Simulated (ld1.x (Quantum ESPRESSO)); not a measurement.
Te, TM: configuration errors across variants

```json
{
  "Element": "Te",
  "Generator": "ld1.x (Quantum ESPRESSO) 7.5",
  "Type": "norm-conserving Troullier–Martins (Kleinman–Bylander form)",
  "Functional": "PBE",
  "Relativity": "scalar-relativistic",
  "Frozen core": "[Kr]",
  "Valence charge": "16",
  "Reference configuration": "4d10 5s2 5p2 (charge +2)",
  "Partial waves": "5s (bound): rc 1.40 bohr; 5p (bound): rc 1.75 bohr; 4d (bound): rc 1.00 bohr",
  "Local potential": "all-electron potential smoothed inside 1.10 bohr (lloc = -1)",
  "Core correction": "none"
}
```

All-electron excitation energies from the reference (eV): (1) 4d10 5s2 5p4 -27.653; (2) 4d10 5s2 5p3 -17.925; (3) 4d10 5s2 5p1 26.898; (4) 4d10 5s2 5p0 63.381; (5) 4d9 5s2 5p5 10.603; (6) 4d10 5s1 5p5 -18.398; (7) 4d9 5s2 5p4 21.601.

A true bound ghost makes a file unfit for plane-wave use even where its test errors are small: the radial tests pick states by their node count and pass the ghost by.

Errors AE − PS in meV (a dash: test not solved or not reliable):

| change | (1) | (2) | (3) | (4) | (5) | (6) | (7) | bound ghosts |
| --- | --- | --- | --- | --- | --- | --- | --- | --- |
| base | +15 | +7.6 | -0.3 | +24 | -370 | +3.6 | -327 | s, p |
| wave 4d (bound): rc 1.00 bohr becomes 4d (bound): rc 0.64 bohr | +15 | +7.7 | -0.3 | +24 | -358 | +6.1 | -315 | s, p |
| wave 4d (bound): rc 1.00 bohr becomes 4d (bound): rc 0.74 bohr | +15 | +7.7 | -0.3 | +24 | -366 | +5.1 | -323 | s, p |
| wave 4d (bound): rc 1.00 bohr becomes 4d (bound): rc 0.84 bohr | +15 | +7.7 | -0.3 | +24 | -369 | +4.1 | -326 | s, p |
| wave 4d (bound): rc 1.00 bohr becomes 4d (bound): rc 0.92 bohr | +15 | +7.7 | -0.3 | +24 | -370 | +3.7 | -327 | s, p |
| wave 4d (bound): rc 1.00 bohr becomes 4d (bound): rc 1.04 bohr | +15 | +7.6 | -0.3 | +24 | -370 | +3.6 | -327 | s, p |
| wave 4d (bound): rc 1.00 bohr becomes 4d (bound): rc 1.14 bohr | +15 | +7.7 | -0.3 | +24 | -369 | +3.6 | -326 | s, p |
| wave 4d (bound): rc 1.00 bohr becomes 4d (bound): rc 1.20 bohr | +15 | +7.7 | -0.3 | +24 | -368 | +3.5 | -325 | s, p |
| wave 4d (bound): rc 1.00 bohr becomes 4d (bound): rc 1.42 bohr | +15 | +7.7 | -0.3 | +24 | -355 | +3.3 | -313 | s, p |
| wave 4d (bound): rc 1.00 bohr becomes 4d (bound): rc 1.50 bohr | +15 | +7.7 | -0.2 | +25 | -346 | +3.3 | -304 | s, p |

**Question.** Give the same row for: wave 4d (bound): rc 1.00 bohr becomes 4d (bound): rc 1.34 bohr.

**Answer.** +15, +7.7, -0.3, +24, -362, +3.4, -319; bound ghosts: s, p.
